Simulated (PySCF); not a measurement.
## Energy of Nb⁺ (niobium, charge +1) between two integer charges

The 4d alpha orbital of [Kr] 4d4 is emptied in steps (occupation f), with all orbitals relaxed, ending at [Kr] 4d3. Computed with PySCF 2.14 in def2-SVP with the def2 core potential (28 electrons), with a scalar-relativistic core potential. The exact energy is a straight line in f; departures are measured from the line between the end points of the same method.

| f | BHandHLYP (eV) | wB97X (eV) | B3LYP (eV) |
| --- | --- | --- | --- |
| 1 | 0.000 | 0.000 | 0.000 |
| 0.8 | -0.305 | -0.129 | -0.587 |
| 0.6 | -0.466 | -0.198 | -0.876 |
| 0.4 | -0.474 | -0.200 | -0.883 |
| 0.2 | -0.321 | -0.134 | -0.594 |
| 0 | 0.000 | 0.000 | 0.000 |

| method | E(f=0) − E(f=1) (eV) | −ε at f=1 (eV) | −ε at f=0.4 (eV) |
| --- | --- | --- | --- |
| BHandHLYP | 13.867 | 12.000 | 14.226 |
| wB97X | 13.794 | 13.051 | 13.955 |
| B3LYP | 14.223 | 10.678 | 14.923 |

Orbital energy along the path (eV):

```tsv
f	BHandHLYP	wB97X	B3LYP
1	-12.000	-13.051	-10.678
0.8	-12.691	-13.286	-12.138
0.6	-13.440	-13.612	-13.466
0.4	-14.226	-13.955	-14.923
0.2	-15.045	-14.299	-16.423
0	-15.909	-14.629	-17.968
```

Reference removal energy between the ground levels: 14.32 eV (semi-empirical (NIST evaluation); NIST Atomic Spectra Database, ionization energies). The calculation has no spin-orbit coupling. The determinant left behind need not be the lowest term of the ion.
